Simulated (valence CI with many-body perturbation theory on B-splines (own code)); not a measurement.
## E1 transitions of Xe²³⁺

Calculated by relativistic CI+MBPT: three valence electrons over a frozen Dirac-Fock core [Ar] 3d10, a basis of 11 s, 11 p, 10 d, 8 f, 5 g, 2 h functions for each j, with the one-electron correlation potential Σ1, the two-electron term Σ2, the three-electron term Σ3, Breit, model QED; selected CI, second order for the rest, scaled by the run's own slope (own B-spline code, finite nucleus).

No measured levels were compared; by estimate levels hold to about 250 cm⁻¹ or 0.2 % of their energy and the worst to 1 %, as in measured heavy ions of charge 2 to 7; those with d or f electrons hold less well.

Lines 151 to 200 of 575 in falling wavelength, among levels below 2780700 cm⁻¹, chosen from the strongest by gf and those to the six lowest levels. Wavelengths and rates use the calculated energies, so an error of 2000 cm⁻¹ moves a line at 16.10 nm by 0.32 % and its rate by three times that or more. Electric multipoles are in the length gauge, E1 and E2 with the static RPA response of the core. Weak lines are less certain than strong ones. Lines between different terms over intervals too small for the method are left out, as are lines whose strength nearly cancels. Where a level lies close to another of its J and parity, the split of strength between their lines is uncertain. The highest levels of a list are the least certain.

Names give the largest LS component (configuration and term), which can be under half, so a name can repeat, a term be missing and a line seem to break the LS rules; names also repeat where a configuration has a term twice. Letters in brackets count levels of one name in rising energy.

```tsv
λ vac (nm)	Upper	Lower	A (s⁻¹)	S (a.u.) with core polarisation	S without
16.10	4p4d² ²G°_9/2	4s4d² ⁴F_9/2	1.28e+10	2.64e-01	2.87e-01
16.07	4s4p4f ²D_5/2 [c]	4s²4f ²F°_5/2	3.93e+10	4.82e-01	5.22e-01
16.06	4p³ ⁴S°_3/2	4s4p² ⁴P_3/2	3.94e+10	3.22e-01	3.49e-01
16.05	4s4p² ²P_3/2	4s²4p ²P°_3/2	1.19e+11	9.75e-01	1.06e+00
16.02	4p³ ²P°_3/2 [b]	4s4p² ²D_5/2	3.09e+10	2.50e-01	2.71e-01
15.98	4s4p4d ²D°_5/2 [b]	4s²4d ²D_5/2	7.27e+10	8.79e-01	9.53e-01
15.94	4p²4d ⁴D_5/2	4s4p4d ⁴F°_5/2	2.14e+10	2.56e-01	2.78e-01
15.93	4s4p4d ⁴F°_5/2	4s4p² ²D_3/2	3.19e+08	3.81e-03	4.22e-03
15.92	4p²4f ²H°_11/2 [b]	4s4p4f ⁴G_11/2	1.97e+10	4.71e-01	5.11e-01
15.91	4p³ ²D°_5/2	4s4p² ⁴P_3/2	2.05e+08	2.45e-03	2.63e-03
15.72	4s4p4f ²G_7/2 [b]	4s²4f ²F°_7/2	2.41e+10	3.70e-01	4.00e-01
15.69	4s4p4f ²G_7/2 [b]	4s²4f ²F°_5/2	1.07e+11	1.63e+00	1.76e+00
15.56	4s4p4d ²P°_3/2 [a]	4s²4d ²D_3/2	6.21e+10	4.62e-01	5.00e-01
15.55	4s4p4d ²P°_3/2 [b]	4s²4d ²D_3/2	2.04e+10	1.51e-01	1.64e-01
15.35	4p4d² ⁴D°_7/2 [a]	4p²4d ²D_5/2 [b]	1.67e+10	2.39e-01	2.60e-01
15.20	4s4d² ²G_9/2	4s4p4d ²F°_7/2 [b]	2.09e+10	3.61e-01	3.95e-01
15.13	4p4d² ²G°_7/2 [b]	4s4p4f ²F_5/2	2.57e+10	3.52e-01	3.78e-01
15.12	4s4p4d ⁴F°_3/2	4s4p² ⁴P_5/2	3.18e+08	2.17e-03	2.33e-03
15.10	4p²4f ²H°_9/2	4s4p4f ⁴G_9/2	8.37e+09	1.42e-01	1.54e-01
15.02	4p²4f ⁴G°_11/2	4s4p4f ⁴G_9/2	7.31e+09	1.47e-01	1.58e-01
15.00	4s4p4d ²D°_3/2 [b]	4s4p² ²P_3/2	2.30e+10	1.54e-01	1.66e-01
14.90	4p²4d ²P_3/2 [a]	4p³ ²D°_5/2	2.26e+10	1.48e-01	1.59e-01
14.88	4s4d² ²F_5/2	4s4p4d ²P°_3/2 [b]	1.51e+10	1.47e-01	1.60e-01
14.87	4p²4f ²G°_9/2 [b]	4p²4d ²F_7/2 [b]	1.95e+10	3.16e-01	3.44e-01
14.77	4s4p4d ⁴P°_5/2	4s4p² ²D_3/2	1.63e+09	1.56e-02	1.69e-02
14.73	4s4d² ²F_7/2	4s4p4d ²D°_5/2 [b]	1.78e+10	2.24e-01	2.44e-01
14.68	4s4p4d ⁴D°_3/2	4s4p² ²D_3/2	3.64e+09	2.27e-02	2.44e-02
14.66	4p4d² ⁴G°_9/2 [a]	4p²4d ²G_7/2	1.82e+10	2.82e-01	3.06e-01
14.66	4p4d² ²G°_7/2 [b]	4p²4d ²D_5/2 [e]	1.69e+10	2.10e-01	2.27e-01
14.59	4p4d² ²H°_9/2	4p²4d ²G_9/2	1.55e+10	2.37e-01	2.56e-01
14.58	4s4p4d ⁴F°_5/2	4s4p² ⁴P_5/2	1.34e+10	1.23e-01	1.32e-01
14.58	4s4d² ²G_7/2	4s4p4d ²F°_5/2 [b]	4.56e+10	5.58e-01	6.05e-01
14.57	4s4p4d ⁴D°_1/2	4s4p² ²D_3/2	3.22e+08	9.84e-04	1.04e-03
14.53	4s4p4f ⁴G_9/2	4s4p4d ⁴F°_9/2	1.60e+10	2.42e-01	2.61e-01
14.52	4p³ ²P°_1/2	4s4p² ⁴P_3/2	1.02e+09	3.07e-03	3.33e-03
14.50	4s4d² ²D_3/2	4s4p4d ²F°_5/2 [b]	2.62e+10	1.58e-01	1.71e-01
14.46	4p4d² ⁴G°_11/2	4p²4d ⁴F_9/2	1.16e+10	2.08e-01	2.26e-01
14.38	4s4d² ²D_5/2	4s4p4d ²F°_7/2 [b]	1.68e+10	1.48e-01	1.60e-01
14.36	4s4p4d ⁴F°_3/2	4s4p² ⁴P_3/2	5.85e+09	3.42e-02	3.69e-02
14.30	4p³ ²P°_3/2 [b]	4s4p² ²D_3/2	1.30e+10	7.48e-02	8.10e-02
14.02	4p4d² ⁴D°_5/2 [a]	4p²4d ⁴P_3/2	1.93e+10	1.58e-01	1.70e-01
14.00	4s4p4d ⁴D°_7/2	4s4p² ²D_5/2	1.80e+10	1.95e-01	2.10e-01
13.98	4p²4d ⁴F_5/2	4p³ ²P°_3/2 [a]	2.55e+10	2.06e-01	2.21e-01
13.97	4p³ ⁴S°_3/2	4s4p² ⁴P_1/2	1.38e+10	7.43e-02	8.05e-02
13.93	4p4d² ⁴D°_7/2 [c]	4p²4d ²F_7/2 [b]	1.91e+10	2.04e-01	2.20e-01
13.93	4p²4f ⁴F°_7/2	4p²4d ²D_5/2 [a]	1.70e+10	1.81e-01	1.96e-01
13.90	4p4d² ⁴G°_9/2 [a]	4p²4d ²G_9/2	1.23e+10	1.63e-01	1.75e-01
13.89	4p4d² ⁴D°_5/2 [a]	4p²4d ²G_7/2	1.92e+10	1.52e-01	1.64e-01
13.88	4s4p4d ⁴F°_5/2	4s4p² ⁴P_3/2	6.27e+09	4.96e-02	5.33e-02
13.87	4p4d² ⁴G°_7/2 [b]	4p²4d ²F_5/2	2.05e+10	2.16e-01	2.33e-01
```
